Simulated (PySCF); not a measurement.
C2H8N2, charge +1, doublet, at a GFN2-xTB geometry (a state made from the parent by changing its charge; the spin is typed, not shown lowest), with bond 7-2 at 1.8 times its length; PBE/STO-3G (PySCF).

Input for PySCF:
```python
from pyscf import gto, scf, dft

mol = gto.Mole()
mol.atom = '''
    N     1.77891090    0.55031926   -0.01729907
    C     0.52859060    0.36734507    0.52525391
    C    -0.52859060   -0.36734507   -0.52525391
    N    -1.77891090   -0.55031926    0.01729907
    H     2.43560311   -0.21469056   -0.05396894
    H     1.95477767    1.32102990   -0.64412071
    H    -0.31321412    2.08638438    0.96393110
    H     0.56751818   -0.29566556    1.39074636
    H    -0.06092131   -1.32236691   -0.76896346
    H    -0.56751818    0.29566556   -1.39074636
    H    -2.43560311    0.21469056    0.05396894
    H    -1.95477767   -1.32102990    0.64412071
'''
mol.basis = 'sto-3g'
mol.charge = 1
mol.spin = 1
mol.verbose = 4
mol.build()

mf = dft.UKS(mol)
mf.xc = 'pbe'
mf.kernel()
mo_i, mo_e, stable_i, stable_e = mf.stability(internal=True, external=False, return_status=True, nroots=6, tol=1e-6)
print('internally stable:', stable_i, ' externally stable:', stable_e)
if not stable_i:
    umf = mf.copy()
    umf.scf_summary = {}
    umf.kernel(umf.make_rdm1(mo_i, mf.mo_occ))
mf.analyze()
```

What the program printed (banner, timings and long lists left out):

```
PySCF version 2.14.0

[INPUT] verbose = 4
[INPUT] num. atoms = 12
[INPUT] num. electrons = 33
[INPUT] charge = 1
[INPUT] spin (= nelec alpha-beta = 2S) = 1
[INPUT] symmetry False subgroup None
[INPUT] Mole.unit = angstrom
[INPUT] Symbol           X                Y                Z      unit          X                Y                Z       unit  Magmom
[INPUT]  1 N      1.778910900000   0.550319260000  -0.017299070000 AA    3.361654401004   1.039952682473  -0.032690504510 Bohr   0.0
[INPUT]  2 C      0.528590600000   0.367345070000   0.525253910000 AA    0.998891466020   0.694181575509   0.992586035757 Bohr   0.0
[INPUT]  3 C     -0.528590600000  -0.367345070000  -0.525253910000 AA   -0.998891466020  -0.694181575509  -0.992586035757 Bohr   0.0
[INPUT]  4 N     -1.778910900000  -0.550319260000   0.017299070000 AA   -3.361654401004  -1.039952682473   0.032690504510 Bohr   0.0
[INPUT]  5 H      2.435603110000  -0.214690560000  -0.053968940000 AA    4.602622826039  -0.405706359930  -0.101986515833 Bohr   0.0
[INPUT]  6 H      1.954777670000   1.321029900000  -0.644120710000 AA    3.693994430715   2.496384713362  -1.217211733060 Bohr   0.0
[INPUT]  7 H     -0.313214120000   2.086384380000   0.963931100000 AA   -0.591888905147   3.942695068770   1.821565781951 Bohr   0.0
[INPUT]  8 H      0.567518180000  -0.295665560000   1.390746360000 AA    1.072453930912  -0.558726932866   2.628129729136 Bohr   0.0
[INPUT]  9 H     -0.060921310000  -1.322366910000  -0.768963460000 AA   -0.115124591050  -2.498911296087  -1.453130339198 Bohr   0.0
[INPUT] 10 H     -0.567518180000   0.295665560000  -1.390746360000 AA   -1.072453930912   0.558726932866  -2.628129729136 Bohr   0.0
[INPUT] 11 H     -2.435603110000   0.214690560000   0.053968940000 AA   -4.602622826039   0.405706359930   0.101986515833 Bohr   0.0
[INPUT] 12 H     -1.954777670000  -1.321029900000   0.644120710000 AA   -3.693994430715  -2.496384713362   1.217211733060 Bohr   0.0

nuclear repulsion = 129.765534269846
number of shells = 20
number of NR pGTOs = 84
number of NR cGTOs = 28
basis = sto-3g
ecp = {}

******** <class 'pyscf.dft.uks.UKS'> ********
method = UKS
initial guess = minao
damping factor = 0
level_shift factor = 0
DIIS = <class 'pyscf.scf.diis.CDIIS'>
diis_start_cycle = 1
diis_space = 8
diis_damp = 0
SCF conv_tol = 1e-09
SCF conv_tol_grad = None
SCF max_cycles = 50
direct_scf = True
direct_scf_tol = 1e-13
number electrons alpha = 17  beta = 16
XC library pyscf.dft.libxc version 7.1.2
    S. Lehtola, C. Steigemann, M. J. T. Oliveira, and M. A. L. Marques,  SoftwareX 7, 1–5 (2018)
XC functionals = pbe
    J. P. Perdew, K. Burke, and M. Ernzerhof,  Phys. Rev. Lett. 77, 3865 (1996)
    J. P. Perdew, K. Burke, and M. Ernzerhof,  Phys. Rev. Lett. 78, 1396 (1997)
    J. P. Perdew, K. Burke, and M. Ernzerhof,  Phys. Rev. Lett. 77, 3865 (1996)
    J. P. Perdew, K. Burke, and M. Ernzerhof,  Phys. Rev. Lett. 78, 1396 (1997)
radial grids:
    Treutler-Ahlrichs [JCP 102, 346 (1995); DOI:10.1063/1.469408] (M4) radial grids

becke partition: Becke, JCP 88, 2547 (1988); DOI:10.1063/1.454033
pruning grids: <function nwchem_prune>
grids dens level: 3
symmetrized grids: False
atomic radii adjust function: <function treutler_atomic_radii_adjust>
small_rho_cutoff = 0
Set gradient conv threshold to 3.16228e-05
tot grids = 134504
init E= -187.991007837946

cycle= 1 E= -187.457635063909  delta_E= 0.533  |g|= 0.192  |ddm|= 2.93
cycle= 2 E= -187.341369992406  delta_E= 0.116  |g|= 0.431  |ddm|= 1.03
cycle= 3 E= -187.437311717989  delta_E= -0.0959  |g|= 0.236  |ddm|=  1.1
cycle= 4 E= -187.482431234423  delta_E= -0.0451  |g|= 0.0473  |ddm|= 0.539
cycle= 5 E= -187.484196116371  delta_E= -0.00176  |g|= 0.0151  |ddm|= 0.101
cycle= 6 E= -187.484401723413  delta_E= -0.000206  |g|= 0.0149  |ddm|= 0.0664
cycle= 7 E= -187.484662674411  delta_E= -0.000261  |g|= 0.00512  |ddm|= 0.0313
cycle= 8 E= -187.484797878718  delta_E= -0.000135  |g|= 0.00378  |ddm|= 0.0343
cycle= 9 E= -187.484911191011  delta_E= -0.000113  |g|= 0.00237  |ddm|= 0.0412
cycle= 10 E= -187.484974123764  delta_E= -6.29e-05  |g|= 0.000645  |ddm|= 0.0543
cycle= 11 E= -187.484974904224  delta_E= -7.8e-07  |g|= 0.000223  |ddm|= 0.00385
cycle= 12 E= -187.484974950122  delta_E= -4.59e-08  |g|= 8.52e-05  |ddm|= 0.000638
cycle= 13 E= -187.484974968703  delta_E= -1.86e-08  |g|= 1e-05  |ddm|= 0.000711
cycle= 14 E= -187.484974968602  delta_E= 1.01e-10  |g|= 1.03e-05  |ddm|= 0.000124
Extra cycle  E= -187.484974967838  delta_E= 7.63e-10  |g|= 2.76e-05  |ddm|= 9.37e-05
converged SCF energy = -187.484974967838  <S^2> = 0.81418148  2S+1 = 2.0631834
uhf_internal: lowest eigs of H = [0.09156644 0.21117765 0.2921861  0.32077247 0.38295917 0.44720721]
<class 'pyscf.dft.uks.UKS'> wavefunction is stable in the internal stability analysis
internally stable: True  externally stable: None
**** SCF Summaries ****
Total Energy =                        -187.484974967838411
Nuclear Repulsion Energy =             129.765534269845944
One-electron Energy =                 -502.447602546700750
Two-electron Energy =                  185.197093309016367
Two-electron Coulomb Energy =          212.115161482606453
DFT Exchange-Correlation Energy =      -26.918068173590090
**** MO energy ****
                             alpha | beta                alpha | beta
MO #1   energy= -14.104240213748   | -14.0993746917662  occ= 1 | 1
MO #2   energy= -14.0943559217183  | -14.0889272513499  occ= 1 | 1
MO #3   energy= -10.0025917782082  | -10.0017492583431  occ= 1 | 1
MO #4   energy= -9.98772426245539  | -9.99053023718353  occ= 1 | 1
MO #5   energy= -1.04369523784347  | -1.03269647711657  occ= 1 | 1
MO #6   energy= -1.02706034671333  | -1.01404161756646  occ= 1 | 1
MO #7   energy= -0.826165011097821 | -0.819807391768739 occ= 1 | 1
MO #8   energy= -0.748379295748171 | -0.746571709742117 occ= 1 | 1
MO #9   energy= -0.683031236781063 | -0.679444966962324 occ= 1 | 1
MO #10  energy= -0.668179799927852 | -0.664119323622345 occ= 1 | 1
MO #11  energy= -0.617316900680066 | -0.613101561909381 occ= 1 | 1
MO #12  energy= -0.600742492853179 | -0.595577201672838 occ= 1 | 1
MO #13  energy= -0.547154405437929 | -0.541840988750121 occ= 1 | 1
MO #14  energy= -0.526365933857617 | -0.519628585274568 occ= 1 | 1
MO #15  energy= -0.427101330075296 | -0.405948916964259 occ= 1 | 1
MO #16  energy= -0.397299231229778 | -0.36256478005366  occ= 1 | 1
MO #17  energy= -0.344260995058361 | -0.303204983451393 occ= 1 | 0
MO #18  energy= -0.21767123424201  | -0.185236718698987 occ= 0 | 0
MO #19  energy= 0.0502030057968281 | 0.0575477916320404 occ= 0 | 0
MO #20  energy= 0.0587677016778528 | 0.0669267847884517 occ= 0 | 0
MO #21  energy= 0.0807463381419831 | 0.0877412238480325 occ= 0 | 0
MO #22  energy= 0.1044072317818    | 0.107072700017319  occ= 0 | 0
MO #23  energy= 0.133648234115353  | 0.13493910246723   occ= 0 | 0
MO #24  energy= 0.171708118675132  | 0.175395182465755  occ= 0 | 0
MO #25  energy= 0.211625507305816  | 0.21614282564884   occ= 0 | 0

To work with the spin densities directly, `use mulliken_meta_spin()` only printing them here.

 ** Mulliken spin pop alpha/beta on meta-lowdin orthogonal AOs **
 ** Mulliken Spin Density (per AO)  **
spin_pop of  0 N 1s       -0.00000
spin_pop of  0 N 2s        0.01349
spin_pop of  0 N 2px       0.07488
spin_pop of  0 N 2py       0.07232
spin_pop of  0 N 2pz       0.19718
spin_pop of  1 C 1s       -0.00000
spin_pop of  1 C 2s       -0.03773
spin_pop of  1 C 2px      -0.02603
spin_pop of  1 C 2py      -0.13456
spin_pop of  1 C 2pz       0.02224
spin_pop of  2 C 1s       -0.00000
spin_pop of  2 C 2s        0.00358
spin_pop of  2 C 2px       0.01274
spin_pop of  2 C 2py       0.01176
spin_pop of  2 C 2pz       0.03245
spin_pop of  3 N 1s       -0.00000
spin_pop of  3 N 2s        0.01513
spin_pop of  3 N 2px       0.07797
spin_pop of  3 N 2py       0.07744
spin_pop of  3 N 2pz       0.23174
spin_pop of  4 H 1s       -0.01777
spin_pop of  5 H 1s       -0.01165
spin_pop of  6 H 1s        0.37621
spin_pop of  7 H 1s        0.01388
spin_pop of  8 H 1s        0.00788
spin_pop of  9 H 1s        0.00730
spin_pop of  10 H 1s       -0.01024
spin_pop of  11 H 1s       -0.01023
 ** Mulliken Spin Density (per atom)  **
spin density of  0 N =      0.35787
spin density of  1 C =     -0.17607
spin density of  2 C =      0.06054
spin density of  3 N =      0.40227
spin density of  4 H =     -0.01777
spin density of  5 H =     -0.01165
spin density of  6 H =      0.37621
spin density of  7 H =      0.01388
spin density of  8 H =      0.00788
spin density of  9 H =      0.00730
spin density of  10 H =     -0.01024
spin density of  11 H =     -0.01023
 ** Mulliken pop alpha/beta on meta-lowdin orthogonal AOs **
 ** Mulliken pop       alpha | beta **
pop of  0 N 1s        0.99987 | 0.99987
pop of  0 N 2s        0.63523 | 0.62174
pop of  0 N 2px       0.63595 | 0.56107
pop of  0 N 2py       0.65194 | 0.57962
pop of  0 N 2pz       0.80247 | 0.60529
pop of  1 C 1s        0.99982 | 0.99982
pop of  1 C 2s        0.56319 | 0.60091
pop of  1 C 2px       0.43438 | 0.46040
pop of  1 C 2py       0.41295 | 0.54750
pop of  1 C 2pz       0.48946 | 0.46722
pop of  2 C 1s        0.99978 | 0.99978
pop of  2 C 2s        0.52469 | 0.52111
pop of  2 C 2px       0.45702 | 0.44428
pop of  2 C 2py       0.53631 | 0.52455
pop of  2 C 2pz       0.51839 | 0.48593
pop of  3 N 1s        0.99987 | 0.99987
pop of  3 N 2s        0.63369 | 0.61856
pop of  3 N 2px       0.63125 | 0.55328
pop of  3 N 2py       0.66019 | 0.58275
pop of  3 N 2pz       0.82262 | 0.59088
pop of  4 H 1s        0.38879 | 0.40656
pop of  5 H 1s        0.39211 | 0.40376
pop of  6 H 1s        0.64422 | 0.26801
pop of  7 H 1s        0.46569 | 0.45182
pop of  8 H 1s        0.45372 | 0.44584
pop of  9 H 1s        0.45632 | 0.44902
pop of  10 H 1s        0.39486 | 0.40510
pop of  11 H 1s        0.39524 | 0.40547
In total            17.00000 | 16.00000
 ** Mulliken atomic charges   ( Nelec_alpha | Nelec_beta ) **
charge of  0N =     -0.09305  (     3.72546      3.36759 )
charge of  1C =      0.02434  (     2.89980      3.07586 )
charge of  2C =     -0.01183  (     3.03618      2.97565 )
charge of  3N =     -0.09295  (     3.74761      3.34534 )
charge of  4H =      0.20465  (     0.38879      0.40656 )
charge of  5H =      0.20413  (     0.39211      0.40376 )
charge of  6H =      0.08776  (     0.64422      0.26801 )
charge of  7H =      0.08249  (     0.46569      0.45182 )
charge of  8H =      0.10045  (     0.45372      0.44584 )
charge of  9H =      0.09466  (     0.45632      0.44902 )
charge of  10H =      0.20005  (     0.39486      0.40510 )
charge of  11H =      0.19929  (     0.39524      0.40547 )

WARN: System has nonzero charge 1; the dipole moment is origin-dependent.
Location of origin: [0. 0. 0.]

Dipole moment(X, Y, Z, Debye):  0.08935,  0.26354,  0.06657
```
